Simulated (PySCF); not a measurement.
Trimethylamine-alane, C3H12AlN.
Numbering: `[CH3:1][N+:2]([CH3:3])([CH3:4])[AlH3-:5]` (hydrogens: H6, H7, H8 on C1; H9, H10, H11 on C3; H12, H13, H14 on C4; H15, H16, H17 on Al5)

Computed by this run: PBE0-D3(BJ)/def2-TZVP geometry optimisation, gas phase (PySCF); density fitting, grid level 2; the optimiser is geomeTRIC in internal coordinates, started from a GFN2-xTB structure with every atom displaced at random (about 0.01 Å).

Step 0: E = -11386.8021 eV
```
atom  x, y, z in Å  |  force x, y, z in eV/Å
C1     -0.4829   -0.8491    1.1586   -1.175   1.237   0.215
N2     -0.1415   -0.0617   -0.0259    0.707  -0.341   0.133
C3     -0.0975   -0.9159   -1.2043    1.073  -0.315   0.407
C4     -1.0335    1.0400   -0.2384   -2.045   0.039   0.613
Al5     1.7232    0.7293    0.2764   -0.282   0.143   0.055
H6     -1.4983   -1.2730    1.0510    0.344  -0.060   0.050
H7     -0.4824   -0.1661    2.0221    0.013  -0.300  -0.170
H8      0.2557   -1.5987    1.3081    0.545  -0.754   0.104
H9      0.2461   -0.3152   -2.0309   -0.010   0.104  -0.483
H10    -1.0504   -1.3731   -1.4059   -0.618  -0.177  -0.163
H11     0.6534   -1.6982   -1.0157   -0.253   0.140  -0.176
H12    -2.0810    0.6800   -0.4000    0.553   0.104  -0.006
H13    -1.0808    1.6973    0.6305    0.265  -0.047   0.073
H14    -0.7537    1.6235   -1.0874    0.403   0.323  -0.638
H15     1.3969    1.5848    1.5647   -0.005   0.221   0.274
H16     2.5196   -0.5936    0.4940    0.382  -0.509   0.056
H17     1.8907    1.5014   -1.0866    0.102   0.191  -0.343
```

**Question.** Estimate the geometry and energy of step 1. (The exact step hangs on the optimiser's Hessian estimate; all steps are aligned on step 0, rigid shifts and turns removed.)

**Answer.** E = -11386.9208 eV, largest force 0.424 eV/Å
```
atom  x, y, z in Å  |  force x, y, z in eV/Å
C1     -0.5099   -0.8245    1.1614    0.281  -0.317  -0.020
N2     -0.1331   -0.0388   -0.0173    0.050   0.046   0.041
C3     -0.0832   -0.9048   -1.1984   -0.198  -0.018  -0.107
C4     -1.0964    1.0496   -0.2263    0.230  -0.037  -0.213
Al5     1.7554    0.7280    0.2822    0.000  -0.014   0.021
H6     -1.4580   -1.3414    0.9922   -0.124   0.004   0.000
H7     -0.5953   -0.1757    2.0294    0.024   0.077   0.037
H8      0.2710   -1.5720    1.3518   -0.166   0.164  -0.004
H9      0.2292   -0.3205   -2.0646   -0.007   0.004   0.031
H10    -1.0719   -1.3460   -1.3926    0.111   0.036   0.009
H11     0.6414   -1.6993   -1.0348    0.053  -0.056   0.031
H12    -2.1007    0.6461   -0.3784   -0.092  -0.015   0.004
H13    -1.0851    1.7039    0.6403   -0.027   0.083   0.093
H14    -0.7977    1.6227   -1.1080   -0.039  -0.030   0.095
H15     1.4710    1.6331    1.5862    0.027  -0.043  -0.069
H16     2.5900   -0.6450    0.5109   -0.122   0.169  -0.050
H17     1.9567    1.4965   -1.1237   -0.002  -0.054   0.101
```

The energy changes by -0.1187 eV. The first-order estimate −F·Δx gives -0.3088 eV and the mean of the old and new forces, exact on a quadratic surface, -0.1223 eV. The step makes an angle of 70° with the force vector and moves no atom by more than 0.114 Å.

What follows is the cost of the whole optimisation. Hardware: one thread, AMD EPYC 9R45 (x86_64), shared host. Cost: 87 s of wall time, 1.2 GiB resident at most.
